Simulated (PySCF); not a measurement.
## How methods differ on the excitation energy of Ca

Ca [Ar] 4s2 (1S) → Ca [Ar] 4s1 4p1 (3P), as a difference of total energies. All numbers are calculated (PySCF 2.14, scalar relativity by spin-free X2C-1e, in x2c-TZVPPall). Correlated levels: valence: [Ar] frozen. The calculations carry no spin-orbit coupling.

```json
{"method": "UHF", "excitation energy (eV)": "1.038"}
{"method": "MP2 (valence)", "excitation energy (eV)": "1.498"}
{"method": "SCS-MP2 (valence)", "excitation energy (eV)": "1.627"}
{"method": "CCSD (valence)", "excitation energy (eV)": "1.704"}
```

Errors of the correlated levels include the incompleteness of this basis and the frozen core.

The basis was made for the ground configuration and has no added diffuse functions, so the excitation energy can come out too high.

With two correlated electrons CCSD is exact in that space.

Q: Which method comes closest to the reference value, and which is furthest?

A: The reference is 1.892 eV (measured; NIST levels, between the centres of gravity of the two terms). Closest: CCSD (valence) (error -0.188 eV); furthest: UHF (error -0.854 eV).
